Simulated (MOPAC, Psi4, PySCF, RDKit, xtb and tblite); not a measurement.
Conformational energy of C₆H₁₃F₃Si, SMILES CC(C[SiH2]C(F)(F)F)(C)C. Scanned: dihedral C2–C5–Si6–C7; all other coordinates were relaxed at GFN2-xTB. Points at φ and −φ are mirror images.

Atom numbering (GFN2-xTB optimised geometry, Å):
```
23

C     -1.7053    -1.6895    -0.2367
C     -1.0646    -0.3147    -0.0172
C     -1.4749     0.2150     1.3560
C     -1.5525     0.6440    -1.1023
C      0.4625    -0.4745    -0.0928
Si     1.5067     1.0905     0.1251
C      3.3397     0.4464    -0.0203
F      4.2480     1.4342     0.1076
F      3.5970    -0.1432    -1.2078
F      3.6519    -0.4695     0.9214
H     -2.7893    -1.6180    -0.1853
H     -1.3750    -2.3938     0.5235
H     -1.4371    -2.0876    -1.2128
H     -2.5589     0.2446     1.4407
H     -1.0943     1.2216     1.5102
H     -1.0891    -0.4249     2.1460
H     -1.2149     0.3183    -2.0833
H     -2.6395     0.6821    -1.1114
H     -1.1785     1.6492    -0.9246
H      0.7137    -0.9233    -1.0598
H      0.7698    -1.2035     0.6646
H      1.4122     2.0838    -0.9451
H      1.4723     1.7130     1.4489
```

Levels of theory: GFN2-xTB (xtb and tblite); MMFF94 // GFN2-xTB (RDKit); PM6, restricted, heats of formation // GFN2-xTB (MOPAC); RHF/6-31G* = restricted Hartree-Fock/6-31G*, spherical d, density fitting // GFN2-xTB in PySCF 2.14.0; UFF // GFN2-xTB (RDKit); PBE-D3(BJ)/def2-SVP // GFN2-xTB (Psi4).

Energies in kJ/mol, each method relative to its own lowest point.

| φ / ° | GFN2-xTB | MMFF94 | PM6 | RHF/6-31G* | UFF | PBE-D3(BJ)/def2-SVP |
|---|---|---|---|---|---|---|
| -150 | 2.5 | 5.1 | 1.2 | 1.4 | 4.9 | 3.7 |
| -120 | 5.6 | 5.4 | 3.4 | 3.9 | 6.3 | 4.8 |
| -90 | 4.8 | 4.6 | 3.4 | 5.3 | 7.4 | 2.4 |
| -60 | 6.8 | 1.4 | 5.7 | 4.1 | 10.4 | 0.0 |
| -30 | 11.4 | 11.4 | 11.8 | 9.1 | 24.3 | 3.2 |
| 0 | 17.3 | 23.1 | 16.4 | 16.6 | 40.8 | 10.3 |
| 30 | 11.4 | 11.4 | 11.8 | 9.1 | 24.3 | 3.2 |
| 60 | 6.8 | 1.4 | 5.7 | 4.1 | 10.4 | 0.0 |
| 90 | 4.8 | 4.6 | 3.4 | 5.3 | 7.4 | 2.4 |
| 120 | 5.6 | 5.4 | 3.4 | 3.9 | 6.3 | 4.8 |
| 150 | 2.5 | 5.1 | 1.2 | 1.4 | 4.9 | 3.7 |
| 180 | 0.0 | 0.0 | 0.0 | 0.0 | 0.0 | 2.1 |

Root-mean-square difference from the PBE-D3(BJ)/def2-SVP profile, itself a level with limits, after the best constant shift (kJ/mol): GFN2-xTB 3.8, MMFF94 4.1, PM6 4.2, RHF/6-31G* 3.3, UFF 9.8.

MMFF94 has few fitted parameters for silicon.
